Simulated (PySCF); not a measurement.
Can point charges reproduce the dipole moment of `CC(C)C1=C(O[SiH2]O)[C@@H]1F`?

Coordinates (GFN2-xTB, Å) and charges (e) from the PBE0/pcSseg-1 density (PySCF):

| atom | x | y | z | Mulliken | IAO | Hirshfeld | ESP-fitted |
| --- | --- | --- | --- | --- | --- | --- | --- |
| C1 | -2.228 | -1.092 | 0.715 | -0.1988 | -0.4128 | -0.1145 | -0.6206 |
| C2 | -1.642 | -0.475 | -0.558 | -0.3641 | -0.1090 | -0.0110 | +0.4801 |
| C3 | -2.530 | 0.665 | -1.064 | -0.2052 | -0.4137 | -0.1156 | -0.6161 |
| C4 | -0.283 | 0.033 | -0.277 | +0.0038 | -0.0517 | -0.0126 | -0.1998 |
| C5 | 1.014 | 0.079 | -0.466 | +0.2100 | +0.1834 | +0.0619 | +0.2109 |
| O6 | 2.127 | -0.325 | -1.022 | -0.5844 | -0.5536 | -0.1859 | -0.4381 |
| Si7 | 3.662 | -0.070 | -0.435 | +0.9895 | +1.2326 | +0.4767 | +0.8874 |
| O8 | 3.715 | -0.242 | 1.169 | -0.5607 | -0.7965 | -0.3080 | -0.6863 |
| C9 | 0.491 | 0.950 | 0.604 | +0.1622 | +0.0916 | +0.0125 | +0.0538 |
| F10 | 0.751 | 0.557 | 1.935 | -0.3633 | -0.3648 | -0.1510 | -0.2663 |
| H11 | -2.285 | -0.343 | 1.501 | +0.1169 | +0.1444 | +0.0413 | +0.1823 |
| H12 | -1.602 | -1.909 | 1.065 | +0.1243 | +0.1477 | +0.0417 | +0.1571 |
| H13 | -3.227 | -1.474 | 0.523 | +0.1120 | +0.1400 | +0.0432 | +0.1495 |
| H14 | -1.565 | -1.244 | -1.335 | +0.1235 | +0.1476 | +0.0466 | +0.0065 |
| H15 | -3.532 | 0.296 | -1.269 | +0.1141 | +0.1415 | +0.0438 | +0.1624 |
| H16 | -2.121 | 1.092 | -1.977 | +0.1201 | +0.1440 | +0.0400 | +0.1360 |
| H17 | -2.596 | 1.450 | -0.314 | +0.1095 | +0.1401 | +0.0405 | +0.1647 |
| H18 | 4.055 | 1.285 | -0.809 | -0.1425 | -0.1721 | -0.0800 | -0.1582 |
| H19 | 4.363 | -1.175 | -1.051 | -0.1324 | -0.1466 | -0.0707 | -0.1182 |
| H20 | 2.965 | -0.075 | 1.740 | +0.2639 | +0.3781 | +0.1612 | +0.4297 |
| H21 | 0.459 | 2.033 | 0.595 | +0.1016 | +0.1299 | +0.0397 | +0.0833 |

Question: Form Σ q r in debye for every column and set it beside the full dipole.

Answer: The full density gives (-1.32, 0.56, -1.38) D, 1.99 D in size; dipole vectors point from the negative to the positive end.

| scheme | μx | μy | μz | size (D) | share of the full size (%) | angle to the full dipole (°) |
| --- | --- | --- | --- | --- | --- | --- |
| Mulliken | -1.99 | 1.76 | -1.70 | 3.15 | 158 | 18 |
| IAO | -0.39 | 1.34 | -3.11 | 3.41 | 171 | 35 |
| Hirshfeld | -0.60 | 0.18 | -1.33 | 1.47 | 74 | 21 |
| ESP-fitted | -1.33 | 0.56 | -1.39 | 2.01 | 101 | 0 |

Question: Which set comes closest?

Answer: Length of the difference vector: ESP-fitted 0.01 D, Hirshfeld 0.82 D, Mulliken 1.41 D, IAO 2.11 D. Closest: ESP-fitted. The schemes that divide the density aren't constrained to reproduce the dipole.

Question: What is left for the Hirshfeld atoms' own dipoles?

Answer: The shares of the density sum to the whole, so what Σ q r misses lies in dipoles about the nuclei. The atomic dipoles sum to (-1.32, 0.56, -1.38) − (-0.60, 0.18, -1.33) = (-0.72, 0.38, -0.05) D, 0.82 D in size.

Question: With the origin at the mean of the coordinates, (0.000, 0.001, -0.035) Å, which are the largest single terms, by size, of the Mulliken dipole along the direction of the full one?

Answer: Si7 -10.32, O8 +9.07, H20 -4.08, F10 +2.98, C3 -2.54 D; all 21 atoms together +2.99 D. The single terms depend on the origin, their sum doesn't.

Question: Give the size of the full dipole in other units.

Answer: 1.99 D = 0.784 au = 0.415 e·Å = 6.65 × 10⁻³⁰ C·m.

Isolated species at its GFN2-xTB geometry (one conformer only).

Conformer computed: `[CH3:1][CH:2]([CH3:3])[C:4]1=[C:5]([O:6][SiH2:7][OH:8])[C@@H:9]1[F:10]`: C1–C2–C4–C5 121°, C4–C5–O6–Si7 -160°, C5–O6–Si7–O8 40°, H–O8–Si7–O6 -28°.
